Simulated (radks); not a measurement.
Q: The mean radii <r> (bohr) of the occupied orbitals of an atom or ion are listed with their occupations. Method: non-relativistic Kohn-Sham, PBE, spin-polarised, spherical densities, point nucleus; computed with a radial shooting solver on a logarithmic mesh with Libxc functionals.

| orbital | occ. | <r> |
|---|---|---|
| 1s down | 1 | 0.03463 |
| 1s up | 1 | 0.03463 |
| 2s up | 1 | 0.1509 |
| 2s down | 1 | 0.1509 |
| 2p up | 3 | 0.1292 |
| 2p down | 3 | 0.1291 |
| 3s up | 1 | 0.4149 |
| 3s down | 1 | 0.4148 |
| 3p up | 3 | 0.4084 |
| 3p down | 3 | 0.4083 |
| 3d up | 5 | 0.3837 |
| 3d down | 5 | 0.3836 |
| 4s up | 1 | 1.050 |
| 4s down | 1 | 1.048 |
| 4p up | 3 | 1.143 |
| 4p down | 3 | 1.141 |
| 4d up | 5 | 1.609 |
| 4d down | 2 | 1.650 |

Name the element and its charge. Open shells, if any, are filled with parallel spins first.

A: Z = 44, ruthenium, charge +1: Ru+ in [Kr] 4d7. The 1s radius gives Z: for a bare nucleus <r> = 1.5/Z, 0.03409 bohr for Z = 44, and screening makes it slightly larger (0.03463 here). The occupations add up to 43, and the charge is Z minus that.
